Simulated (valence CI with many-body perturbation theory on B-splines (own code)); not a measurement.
The numbers below are computed, except where a source is named.
**Assign the levels of Br²²⁺**

Method: configuration interaction combined with many-body perturbation theory (CI+MBPT): three valence electrons over a frozen Dirac-Fock core [Ne], radial functions for each j: 11 s, 11 p, 10 d, 8 f, 5 g, 2 h, with the one-electron correlation potential Σ1, the two-electron term Σ2, the three-electron term Σ3, Breit, model QED; selected CI, second order for the rest, scaled by the run's own slope (own B-spline code, finite nucleus).

No measured levels were compared; by estimate levels of excited configurations hold to 0.05 to 0.15 % of their energy, terms of the ground configuration to about 0.5 %.

| No. | J | Parity | E (cm⁻¹) | g |
| --- | --- | --- | --- | --- |
| 1 | 1/2 | odd | 0 | 0.663 |
| 2 | 3/2 | odd | 84884 | 1.332 |
| 3 | 1/2 | even | 391490 | 2.606 |
| 4 | 3/2 | even | 435700 | 1.719 |
| 5 | 5/2 | even | 468880 | 1.532 |
| 6 | 3/2 | even | 546290 | 0.831 |
| 7 | 5/2 | even | 571910 | 1.264 |
| 10 | 3/2 | even | 720290 | 1.298 |
| 11 | 3/2 | even | 800720 | 0.811 |
| 12 | 5/2 | even | 812220 | 1.199 |
| 16 | 3/2 | odd | 1086000 | 0.449 |
| 17 | 5/2 | odd | 1103300 | 1.043 |
| 18 | 7/2 | odd | 1130100 | 1.247 |
| 19 | 1/2 | odd | 1136400 | 0.663 |

Energies count from the lowest level. Strongly mixed levels and levels close to another of their J and parity are left out, so the numbers can have gaps.

Task: Give configuration and LS term of each level.

Result: 1: 3s2 3p 2P°; 2: 3s2 3p 2P°; 3: 3s 3p2 4P; 4: 3s 3p2 4P; 5: 3s 3p2 4P; 6: 3s 3p2 2D; 7: 3s 3p2 2D; 10: 3s 3p2 2P; 11: 3s2 3d 2D; 12: 3s2 3d 2D; 16: 3s 3p 3d 4F°; 17: 3s 3p 3d 4F°; 18: 3s 3p 3d 4F°; 19: 3p3 2P°.
